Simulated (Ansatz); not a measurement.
Ideal-gas functions of Br2FHOSi, SMILES `O[Si](F)(Br)Br` at 500 K and 1 bar, from an Ansatz frequency run at PBE0-D4/def2-TZVP.

Molar mass 223.9 g/mol, point group C1 (symmetry number 1), electronic degeneracy 1, moments of inertia 214.363, 588.98, 677.018 u Å². Harmonic wavenumbers (cm⁻¹, unscaled): 109, 129, 216, 235, 253, 268, 416, 523, 808, 898, 998, 3909.

Use S(trans) = R[1.5 ln M + 2.5 ln T − 1.1517]; rotational temperatures θ = 24.2544 K / I; S(rot) = R[ln(√π/σ · √(T³/θAθBθC)) + 1.5]; for each mode x = 1.438777 ν̃/T, S = R[x/(eˣ − 1) − ln(1 − e⁻ˣ)] and H = RT x/(eˣ − 1); 1 cm⁻¹ = 0.0119627 kJ/mol; R = 8.31446 J/(mol·K).

Task: By hand: the entropy, in J/(mol·K).

Result: Translation 187.1. Rotation: θ = 0.1131, 0.0412, 0.0358 K, giving 130.9. Vibration, mode by mode: 17.99, 16.60, 12.40, 11.72, 11.13, 10.68, 7.30, 5.66, 2.95, 2.41, 1.92, 0.00, in all 100.8. Electronic 0.0. Sum 418.8 J/(mol·K).

Task: By hand: H − E and G − E in kJ/mol, counted from the electronic energy.

Result: Zero-point energy ½ × 8762 × 0.0119627 = 52.4; thermal vibration 25.0; translation, rotation and pV give 4 RT = 16.6. H − E = 94.0 kJ/mol, and G − E = 94.0 − 500 × 418.8/1000 = -115.4 kJ/mol.

Vibration gives 24 % of the entropy, 34.6 J/(mol·K) of it from the modes under 150 cm⁻¹: soft modes count most, and the harmonic formula is weakest for them. The sum counts one conformer and one mirror image; others add a mixing term.
